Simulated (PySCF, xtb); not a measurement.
C3H7Te, SMILES CC(C)[Te], multiplicity 2.

Geometry: B3LYP-D3(BJ)/def2-SVP. A frequency run showed that this geometry is not a minimum. The isomer is the one that the SMILES or the coordinates give; other isomers of the formula were not compared. The def2 effective core potentials stand for the cores of Te; spin–orbit coupling is left out.

Method: C-PCM-B3LYP/def2-SVP (PySCF).

The values are the electrostatic part of the solvation free energy, E(continuum) − E(gas) at the gas-phase geometry, in a cavity of scaled van der Waals radii (PySCF's table); cavitation and dispersion terms are not included. The dipole moment in vacuum is 1.50 D.

Computed values in water (ε = 78.36), ethanol (ε = 24.85), toluene (ε = 2.37):
| solvent | ε | ΔG(elec) (kcal/mol) | dipole (D) |
|---|---|---|---|
| water | 78.36 | -2.1 | 2.09 |
| ethanol | 24.85 | -2.1 | 2.06 |
| toluene | 2.37 | -1.2 | 1.80 |

For comparison, GFN2-xTB/ALPB(water) (xtb, at the GFN2-xTB geometry, all terms of that model) gives -1.1 kcal/mol.
